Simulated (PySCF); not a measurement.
Stretching SeCl

Set-up: Se 6-31G(d,p), Cl 6-31G(d,p); no relativity (PySCF 2.14). Energies in eV from Se + Cl in their ground configurations at the same level. State: ²Π (doublet), unpaired electrons π ↑.

All columns are PBE0. A positive dipole means Se(−)Cl(+).

```tsv
R (Å)	E (eV)	μ (D)	Mulliken charge on Se (basis-dependent)	HOMO (eV)	LUMO (eV)	Mayer bond order	⟨S²⟩
1.845	-1.373	0.41	-0.08	-6.10	-3.90	1.20	0.75
1.931	-2.099	0.04	-0.02	-6.34	-4.12	1.17	0.75
2.016	-2.487	-0.32	0.03	-6.55	-4.32	1.14	0.75
2.081	-2.620	-0.58	0.07	-6.70	-4.46	1.13	0.75
2.145	-2.655	-0.84	0.10	-6.84	-4.58	1.11	0.75
2.209	-2.615	-1.08	0.13	-6.98	-4.70	1.10	0.75
2.295	-2.481	-1.39	0.15	-7.14	-4.83	1.08	0.75
2.402	-2.228	-1.74	0.18	-7.31	-4.98	1.06	0.75
2.531	-1.861	-2.11	0.20	-7.49	-5.12	1.03	0.76
2.703	-1.345	-2.47	0.21	-7.66	-5.26	0.97	0.79
```

A fit through these points gives, at Re = 2.140 Å, μ = -0.82 D and dμ/dR = -3.89 D/Å; the reduced mass is 24.33 u.

How strong is the fundamental in the double-harmonic approximation, I = 42.26·(dμ/dR)²/μred km/mol?

I = 42.26·(-3.89)²/24.33 = 26.3 km/mol at PBE0.

Spin–orbit coupling is left out. The state is the lowest determinant that a PBE0 search found; another state may lie lower at other levels.
